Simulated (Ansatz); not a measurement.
Born–Oppenheimer molecular dynamics of C₂H₇NSi₂ (12 atoms, charge 0, multiplicity 1). It starts at the highest image of a converged band, a first-order saddle point between two minima.

Computed with RKS B3LYP-D4/def2-SVP (Ansatz).

```json
{
  "ensemble": "NVE (velocity Verlet)",
  "time step": "0.5 fs",
  "steps asked": "200",
  "starting velocities drawn for": "300 K",
  "seed": "7689"
}
```

First frame:

```xyz
12
Properties=species:S:1:pos:R:3
C -1.505 -0.060 1.284
Si 0.340 -0.388 0.986
Si 0.618 -1.312 -1.245
C 0.947 0.714 -2.116
N -0.194 0.331 -2.146
H -1.682 0.396 2.270
H -2.080 -1.000 1.234
H -1.900 0.618 0.511
H 0.858 -1.336 2.026
H 1.097 0.899 1.151
H 1.952 -0.468 -1.637
H 1.626 1.551 -2.284
```

Task: How far do the bonds stretch over the last three quarters of this one trajectory? (Pairs bonded in most of those frames.)

Result: 
```
   bond  mean (Å)  spread (Å)  shortest  longest
 C1–Si2     1.916       0.033      1.87     1.97
  C1–H6     1.103       0.012      1.08     1.12
  C1–H7     1.103       0.004      1.09     1.11
  C1–H8     1.103       0.010      1.09     1.12
Si2–Si3     2.412       0.029      2.36     2.45
 Si2–H9     1.501       0.025      1.46     1.54
Si2–H10     1.509       0.052      1.43     1.58
 Si3–C4     2.290       0.070      2.21     2.39
 Si3–N5     2.089       0.051      2.03     2.17
Si3–H11     1.562       0.055      1.48     1.67
  C4–N5     1.198       0.025      1.16     1.24
 C4–H12     1.090       0.009      1.07     1.11
```

Mean temperature of the second half: 232 K. The conserved energy stayed within 0.11 meV per atom of its start (net change 0.072 meV per atom), so the integration is sound. A run of 0.1 ps of so small a system gives no equilibrium averages. The orbitals stay closed-shell, which can raise the energy where a bond breaks towards radicals; this wasn't checked here.

Run time: 8.4 min on 2 threads of Arm Neoverse V2, with other jobs on the host, peak memory 0.25 GiB.
